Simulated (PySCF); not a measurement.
# Two-component Hartree-Fock for Tc(3+) (technetium, charge +3)

Start: [Kr] 4d3 5p1; 4d5/2 filled at m_j = +1/2, +3/2, +5/2; 5p3/2 filled at m_j = +3/2. Calculated with PySCF 2.14 in x2c-TZVPall-2c (8s9p7d1f, 77 functions): generalised Hartree-Fock with the X2C-1e Hamiltonian and a Gaussian nucleus; one run each with spin-orbit coupling (SO) switched off, then screened by Boettger's factors. This is a chosen level, not necessarily the ground level.

```
spinor shell  electrons  ε, spin-free (eV)  ε, screened SO (eV)  weight of nominal j (screened SO)  rms radius, screened SO (bohr)
       1s1/2          2           -21197.9             -21196.8                              1.000                          0.0394
       2s1/2          2            -3135.0              -3134.7                              1.000                           0.162
       2p1/2          2            -2803.1              -2884.8                              1.000                           0.141
       3s1/2          2            -610.91              -610.91                              1.000                           0.442
       3p1/2          2            -499.06              -513.28                              1.000                           0.439
       3p3/2          4            -499.06              -492.51                              1.000                           0.450
       3d3/2          4            -318.01              -320.34                              0.975                           0.433
       3d5/2          6            -318.01              -316.52                              0.983                           0.436
       4s1/2          2            -126.10              -126.15                              1.000                            1.12
       4p3/2          4            -91.679              -90.223                              0.878                            1.23
       4p1/2          2            -91.679              -94.915                              0.756                            1.22
       4d5/2          3            -48.370              -48.337                              0.752                            1.57
       5p3/2          1            -26.554              -26.410                              1.000                            3.21
```

Task: Where does 2p3/2 lie, and what is the 2p spin-orbit splitting (screened SO)?

Result: At -2765.1 eV, 119.66 eV above 2p1/2.

```json
{"quantity": "E (hartree)", "spin-free": "-4280.42446", "screened SO": "-4280.96614"}
{"quantity": "M_J", "spin-free": "6", "screened SO": "6"}
{"quantity": "⟨J²⟩", "spin-free": "42.006", "screened SO": "42.006"}
{"quantity": "⟨L²⟩", "spin-free": "20.006", "screened SO": "20.137"}
{"quantity": "⟨S²⟩", "spin-free": "6.001", "screened SO": "5.960"}
```

Each row is a mean over spinors that exchange with the open shell spreads, by up to 9.137 eV (4p3/2).

Rows whose weight is well below 1 are mixtures of j = l ± 1/2: exchange outweighs spin-orbit coupling there, and the label is only the starting occupation.

Breit and QED terms are absent; they matter most for the inner s and p1/2 levels.

Densities and radii are taken from the X2C orbitals without a picture-change correction, which distorts them close to the nucleus.

Without spin-orbit coupling the j labels of p, d and f shells carry no meaning; the spin-free column gives the mean over the occupied spinors of each nl shell.
